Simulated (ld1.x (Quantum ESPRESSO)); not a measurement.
Before and after: TM potential for F

F (Z = 9), norm-conserving Troullier–Martins (Kleinman–Bylander form), made with ld1.x (Quantum ESPRESSO) 7.5 (PBEsol, scalar-relativistic). Core [He], reference 2s1.75 2p5.25. Waves: 2p (bound): rc 1.60 bohr; 3d channel at -0.1 Ry: rc 1.50 bohr; 2s (bound): rc 0.55 bohr. Local part: the s channel. Core correction: none.

All-electron outer shells of the reference configuration (PBEsol, scalar-relativistic, ld1.x):

```
shell  level (eV)  outermost node (bohr)  outermost maximum (bohr)
   1s     -661.32                      –                      0.11
   2s      -29.84                   0.24                      0.76
   2p      -11.16                      –                      0.71
```

Change: local potential the d channel.

Cutoffs: the cutoffs (Ry, on a coarse ladder) from which the occupation-weighted sum of valence levels, in a spherical-Bessel basis at the reference potential, stays within 10 and 1 mRy of its value at 400 Ry; they do not see the model core or the augmentation charge, which bear on the density cutoff. Errors are all-electron minus pseudo energies relative to the spin-unpolarised reference configuration.

Q: Predict the effect on cutoff, ghosts and configuration errors.

A: The potential gets neither clearly harder nor softer (230 Ry and 300 Ry → 230 Ry and 300 Ry); the errors of the 7 common tests hardly move; the range in which the s phases agree narrows (upper end at the end of the scan → 3.1); neither file shows a bound ghost.

```csv
quantity,base,changed
"cutoff, loose",230 Ry,230 Ry
"cutoff, tight",300 Ry,300 Ry
bound ghosts,none,none
"error for 2s2 2p5, meV [ΔE -4.67 eV]",+1.1,+1.1
"error for 2s2 2p4, meV [ΔE 14.65 eV]",+70,+74
"error for 2s2 2p3, meV [ΔE 52.93 eV]",+421,+444
"error for 2s2 2p2, meV [ΔE 113.41 eV]",+1527,+1586
"error for 2s2 2p4.5, meV [ΔE 2.84 eV]",+20,+20
"error for 2s2 2p1, meV [ΔE 199.01 eV]",+4120,+4227
"error for 2s1 2p5, meV [ΔE 33.64 eV]",-69,-64
s: phases at 1.75 bohr within 0.05 rad from the reference energy up to (Ry; the scan ends near 5),to the end of the scan,3.1
p: phases at 1.75 bohr within 0.05 rad from the reference energy up to (Ry; the scan ends near 5),2.6,2.7
d: phases at 1.75 bohr within 0.05 rad from the reference energy up to (Ry; the scan ends near 5),to the end of the scan,to the end of the scan
```
